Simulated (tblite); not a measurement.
A tight-binding relaxation on `N#C[C@@H]1C[Si@@H]1[SiH](N)N`.

Computed with GFN2-xTB geometry optimisation, gas phase (tblite 0.8.0). Start geometry: from a force field or distance geometry. The input is one job of a driver script: a line of settings, then coordinates in Å.

Command:
```bash
OMP_NUM_THREADS=1 python probes_run.py task.json out
```

Input:
```
{"job": {"kind": "relax", "xc": "GFN2-xTB", "basis": "xTB"}, "charge": 0, "multiplicity": 1}
N      2.322400    -1.974200    -0.293500
C      2.061800    -0.959600    -0.821100
C      1.697100     0.261300    -1.432500
C      1.404400     1.493800    -0.622300
Si    -0.118400     0.656700    -1.269700
Si    -1.327700    -0.487300     0.269400
N     -2.442600     0.432300     1.138500
N     -0.464500    -0.977700     1.648700
H      2.092700     0.420200    -2.428700
H      1.530100     1.441000     0.466300
H      1.618900     2.454800    -1.044800
H     -0.710600     1.360500    -2.444300
H     -2.024000    -1.671800    -0.240200
H     -1.916600     0.907200     1.872000
H     -3.071300    -0.189000     1.643800
H     -1.028500    -1.659500     2.173300
H      0.369900    -1.496700     1.375100
```

Output:
```
step      E/eV     max force
  0    -629.70234    2.682
  1    -629.78730    7.364
  2    -629.91862    3.089
  3    -630.05695    1.210
  4    -630.13795    0.708
  5    -630.27563    1.983
  6    -630.33771    1.340
  7    -630.39011    0.485
  8    -630.43486    0.811
  9    -630.47574    1.098
... (93 lines left out)
103    -630.65743    0.019
104    -630.65748    0.025
105    -630.65752    0.014
106    -630.65754    0.040
107    -630.65756    0.033
108    -630.65759    0.021
109    -630.65765    0.018
110    -630.65770    0.021
111    -630.65774    0.013
112    -630.65775    0.008
```

«max force» is the largest atomic force in eV/Å.

Q: From which step on does the largest force stay under 0.1 eV/Å, and how much energy is left to gain from there?

A: From step 30 (0.059 eV/Å), 9.6 meV above the end.

In short: energy lowered by 22.0 kcal/mol over 112 steps; largest atomic force 0.008 eV/Å at the end.

Q: Give the final coordinates.

A: 0.304 Å rms from the input after alignment:
```
atom  x, y, z in Å
N1     2.3433   -1.8986   -0.2767
C2     2.0400   -0.9443   -0.8461
C3     1.5777    0.2174   -1.4711
C4     1.4926    1.4712   -0.5927
Si5   -0.2176    0.7794   -1.0049
Si6   -1.3810   -0.6087    0.4041
N7    -2.6589    0.3518    1.0527
N8    -0.2521   -1.1437    1.5901
H9     1.9509    0.3508   -2.4781
H10    1.8919    1.3497    0.4060
H11    1.8671    2.3717   -1.0598
H12   -0.7359    1.5020   -2.1724
H13   -2.1045   -1.6667   -0.3196
H14   -2.4318    1.1746    1.5872
H15   -3.4387   -0.1161    1.4836
H16   -0.5748   -1.6392    2.4071
H17    0.6246   -1.5393    1.2806
```

Q: Estimate the wall time. Hardware: an Arm Neoverse N1 with one thread, on a shared host.

A: About 1.6 s.
Labels such as C1 count atoms from 1, the log's own numbers from 0.
